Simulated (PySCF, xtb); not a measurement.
Te(Cl)(OSiH3) (ClH3OSiTe), SMILES [SiH3]O[Te]Cl.

xtb 6.7.1 with GFN2-xTB at its own geometry gives an orbital gap of 3.03 eV and a dipole moment of 1.91 D.

The structure is a stationary point at B3LYP-D3(BJ)/def2-SVP. The structure was generated by enumeration, and PubChem lists no compound with its InChIKey, so it may never have been made. The def2 effective core potentials stand for the cores of Te; spin–orbit coupling is left out. Other conformers were not sampled.

Task: What does r2SCAN/def2-TZVP run with PySCF give? (The exact figures need the calculation; the answer reports its results.)

Result: gap 2.24 eV (levels -5.63 and -3.39 eV), dipole 1.71 D.
